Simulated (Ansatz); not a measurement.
A structure relaxed at PBE-D4/def2-TZVP in Ansatz, charge 0, singlet:

```tsv
atom	x (Å)	y (Å)	z (Å)
W1	0.6428	0.0366	-0.9465
O2	-0.2087	-0.7378	0.5220
O3	-0.4341	0.7012	0.4245
```

**Question.** Give its formula and point group.

**Answer.** WO2. Point group C2v (tolerance 0.1 Å).

**Question.** Summarise the bond lengths by kind (pairs closer than 1.2 times the sum of covalent radii, bridged metal pairs left out).

**Answer.** 2 × O–W 1.87 Å; 1 × O–O 1.46 Å. The metal has 2 neighbours: O 1.87 Å, O 1.87 Å.

In the def2 sets W takes a core potential; there is no spin–orbit coupling. The structure holds one bond between oxygen atoms, so isomers without such links may lie far lower. The restricted singlet is unstable towards broken spin symmetry in Hartree–Fock (as tested in another run); at PBE-D4/def2-TZVP this wasn't settled. An occupied level lies above an empty one. Another isomer (singlet) lies 6.36 eV lower at PBE0-D4/def2-TZVP; other spin states weren't run for this one.
